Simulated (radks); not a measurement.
Values are calculated unless marked as measured or tabulated.
Question: These are the eigenvalues of the occupied orbitals of an atom or ion with whole-number occupations (hartree). Code: a radial shooting solver on a logarithmic mesh with Libxc functionals. Model: scalar-relativistic Kohn-Sham, PBEsol, spin-polarised, spherical densities, point nucleus.

| orbital | eigenvalue |
|---|---|
| 1s up | -18.84938 |
| 1s down | -18.80201 |
| 2s up | -0.92068 |
| 2s down | -0.80199 |
| 2p up | -0.37411 |
| 2p down | -0.26089 |

Which element is it, and in what charge state? The configuration may be excited. Open shells, if any, are filled with parallel spins first.

Answer: Z = 8, oxygen, charge 0: O in [He] 2s2 2p4. The list shows which subshells hold electrons but not how many an open one holds; the 1s level, -18.849 hartree, gives Z - s = 6.1 by -(Z - s)^2/2, which with screening and relativity narrows Z to a few neighbours, and the depths of the outer levels then fix element, charge and occupations together.
